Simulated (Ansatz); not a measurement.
# Energy profile

The step: Si₂H₃Cl₂F ([F][Si]([SiH3])([Cl])[Cl]) → SiH₃F ([F][SiH3]) + SiCl₂; bonds formed: Si1–F3; bonds broken: Si1–Si2, Si2–F3 (atoms numbered as in the saddle structure below).

```
8
angstrom
Si -0.9047 -0.3962 0.7369
Si 0.8984 0.8029 -0.4928
F 0.1801 -0.8738 -0.7176
Cl 2.8989 0.3493 -0.3219
Cl 0.6833 1.5739 -2.3894
H -0.2595 -0.3427 2.0682
H -1.9612 0.6193 0.5231
H -1.5355 -1.7327 0.5934
```

Electronic energies by CCSD(T) at an estimated basis limit (MP2 extrapolated from triple and quadruple zeta, plus CCSD(T) − MP2 in triple zeta), on PBE0-D4/def2-TZVP structures; Si2H3Cl2F, closed shell; no counterpoise correction. Program: Ansatz 0.2.0. Basis: def2-TZVPP and def2-QZVPP. Cores are frozen in the correlated methods. Extrapolation: Hartree–Fock as exp(−7.88 √X), correlation as X^−2.97.

(1) Give the profile in kcal/mol, counted from the start structure. (To be estimated.)

The T1 diagnostic stays at or below 0.013. The restricted Hartree–Fock reference is unstable towards an unrestricted one at one or more of these structures.

Results:

(1) Computed:
| point | kcal/mol |
| --- | --- |
| start structure | 0.00 |
| saddle | 51.44 |
| end structure | 34.37 |
| separated: SiH3F (linked as [F][SiH3]; Si1, F3, H6, H7, H8; singlet) + SiCl2 (linked as [Cl][Si][Cl]; Si2, Cl4, Cl5; singlet) | 38.31 |

Losses and insertions of silylenes and their heavier kin drive the gas-phase chemistry of silicon and germanium vapour deposition.

For scale, one of the runs: CCSD(T)/def2-TZVPP, 241 basis functions, launched by `ansatz run in.yaml --threads 4 --pin off --events-out ev --progress --plain --max-ram 9574MiB`. Time: 2.5 min of wall clock on 4 CPU threads of an Intel Xeon; the host was shared. Peak host memory: 4.2 GiB.
